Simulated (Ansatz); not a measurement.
Saddle search on Si₄H₁₂O₄, singlet by partitioned rational-function steps on PBE0-D4/def2-TZVP gradients (Ansatz 0.2.0), from this start:

Si1  (0.026, -1.381, 1.875)
H2  (1.663, -1.583, 2.402)
H3  (1.878, -0.925, 1.456)
O4  (1.189, -0.510, 0.691)
Si5  (1.084, 0.601, -0.573)
O6  (2.635, 1.013, -0.868)
O7  (0.200, 1.881, -0.090)
Si8  (-1.285, 2.397, 0.469)
O9  (0.377, -0.126, -1.849)
Si10  (-0.722, -1.283, -2.334)
H11  (-0.326, -0.763, 3.190)
H12  (-1.124, -0.896, 0.996)
H13  (-0.152, -2.864, 1.807)
H14  (2.814, 1.616, -1.595)
H15  (-1.424, 2.054, 1.913)
H16  (-1.338, 3.875, 0.291)
H17  (-2.380, 1.754, -0.314)
H18  (-0.506, -1.518, -3.789)
H19  (-2.110, -0.793, -2.104)
H20  (-0.499, -2.548, -1.575)
(Å)

| step | energy less the last (meV) | largest force (eV/Å) | curvature followed (eV/Å²) |
| --- | --- | --- | --- |
| 1 | 65.9 | 0.537 | -11.02 |
| 2 | 8.2 | 0.083 | -10.99 |
| 3 | 7.3 | 0.148 | -10.95 |
| 4 | 8.0 | 0.253 | -10.96 |
| 5 | 7.4 | 0.209 | -10.96 |
| 6 | 6.4 | 0.118 | -10.96 |
| 7 | 5.8 | 0.141 | -10.96 |
| 8 | 5.1 | 0.121 | -10.96 |
| 9 | 4.1 | 0.087 | -10.96 |
| 10 | 3.2 | 0.032 | -10.96 |
| 11 | 2.6 | 0.128 | -10.96 |
| 12 | 2.0 | 0.109 | -10.96 |
| 13 | 1.9 | 0.209 | -10.96 |
| 14 | 2.0 | 0.220 | -10.96 |
| 15 | 1.4 | 0.162 | -10.97 |
| 16 | 0.8 | 0.039 | -10.97 |
| 17 | 0.8 | 0.042 | -10.97 |
| 18 | 0.8 | 0.078 | -10.97 |
| 19 | 0.6 | 0.049 | -10.97 |
| 20 | 0.6 | 0.109 | -10.97 |
| 21 | 0.5 | 0.087 | -10.98 |
| 22 | 0.4 | 0.099 | -10.99 |
| 23 | 0.3 | 0.048 | -10.98 |
| 24 | 0.2 | 0.064 | -10.98 |
| 25 | 0.2 | 0.037 | -10.98 |
| 26 | 0.1 | 0.049 | -10.98 |
| 27 | 0.0 | 0.015 | -10.97 |

The search ended at:

```
atom    x (Å)    y (Å)    z (Å)
 Si1   0.0676  -1.3781   1.8558
  H2   1.6562  -1.4072   2.4954
  H3   1.8877  -0.8824   1.4540
  O4   1.2329  -0.6759   0.5956
 Si5   1.0633   0.5176  -0.5537
  O6   2.5828   0.9242  -0.9233
  O7   0.2669   1.7738   0.0647
 Si8  -1.2267   2.3646   0.4281
  O9   0.2578  -0.0989  -1.7993
Si10  -0.7906  -1.2561  -2.3181
 H11  -0.3790  -0.6082   3.0481
 H12  -1.0588  -1.0589   0.8863
 H13  -0.0464  -2.8532   1.9776
 H14   2.7453   1.7636  -1.3535
 H15  -1.5706   2.0076   1.8243
 H16  -1.1689   3.8389   0.2807
 H17  -2.2356   1.8045  -0.5045
 H18  -0.6717  -1.3230  -3.7945
 H19  -2.1773  -0.8861  -1.9434
 H20  -0.4350  -2.5666  -1.7202
```
